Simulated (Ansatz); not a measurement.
Consider the formal hydrolysis of the Si–Si bond: `C[SiH2][SiH2][AsH2]` + H₂O → `O[SiH2][AsH2]` + `C[SiH3]`.

Isolated molecules relaxed with PBE0-D4/def2-TZVP in Ansatz; ΔE leaves out vibrations. CBS: MP2 limit from def2 TZ/QZ plus the TZ coupled-cluster correction, frozen cores. This one scheme is used for every species. DFT in def2-TZVPP. B3LYP here is the variant with VWN-RPA as its local correlation; programs differ in this. For As outer-core shells are correlated without core-valence functions, which leaves a few kJ/mol of doubt a bond. Scalar relativity is left out up to krypton. One conformer a species, not always the lowest.

`C[SiH2][SiH2][AsH2]`:

```xyz
13

C    -0.839   -0.453   -1.901
Si   -1.311    0.136   -0.184
Si    0.572    0.924    0.957
As    2.196   -0.807    0.970
H    -0.423    0.368   -2.490
H    -0.088   -1.244   -1.846
H    -1.710   -0.845   -2.430
H    -1.898   -0.987    0.602
H    -2.339    1.213   -0.265
H     1.175    2.068    0.216
H     0.230    1.392    2.329
H     3.028   -0.142    2.057
H     1.406   -1.622    1.985
```

H₂O:

Cartesian coordinates in Å:
```
O -0.304 0.133 -0.203
H 0.523 0.586 -0.027
H -0.219 -0.719 0.230
```

`O[SiH2][AsH2]`:

```xyz
8

O    -0.631   -1.696    0.013
Si   -0.531   -0.065   -0.216
As    1.141    0.669    1.269
H    -1.201   -2.194   -0.574
H    -0.237    0.246   -1.643
H    -1.805    0.620    0.143
H     1.012    2.088    0.724
H     2.252    0.331    0.284
```

`C[SiH3]`:

Cartesian coordinates in Å:
```
C 0.161 0.482 -0.847
Si -0.144 -0.431 0.758
H -0.773 0.881 -1.249
H 0.595 -0.184 -1.595
H 0.849 1.316 -0.694
H -0.738 0.478 1.775
H 1.130 -0.972 1.305
H -1.079 -1.569 0.546
```

| level | ΔE (kJ/mol) | difference from CCSD(T)/CBS |
| --- | --- | --- |
| PBE-D4 | -56.7 | 18.2 |
| PBE0-D4 | -61.4 | 13.5 |
| B3LYP-D4 | -77.9 | -3.0 |
| ωB97M-V | -83.5 | -8.6 |
| B2PLYP | -87.6 | -12.7 |
| PBE | -63.3 | 11.6 |
| PBE0 | -67.7 | 7.2 |
| B3LYP | -88.3 | -13.4 |
| HF/def2-TZVPP | -107.5 | -32.6 |
| CCSD/def2-TZVPP | -81.5 | -6.6 |
| CCSD(T)/def2-TZVPP | -77.1 | -2.2 |
| HF/def2-QZVPP | -108.8 | -33.9 |
| MP2/def2-QZVPP | -80.9 | -6.0 |
| SCS-MP2/def2-QZVPP | -87.5 | -12.6 |
| MP2/CBS(def2) | -79.4 | -4.5 |
| CCSD/CBS(def2) | -79.2 | -4.3 |
| CCSD(T)/CBS | -74.9 | 0 |

Largest T1 diagnostic among the species: 0.012.

From PBE to PBE0 (25 % exact exchange), in def2-TZVPP and without D4, ΔE moves by −4.5 kJ/mol. In def2-TZVPP, CCSD(T) changes the Hartree–Fock value by +30.4 kJ/mol (the triples alone add +4.3 kJ/mol) and MP2 by +25.8 kJ/mol.
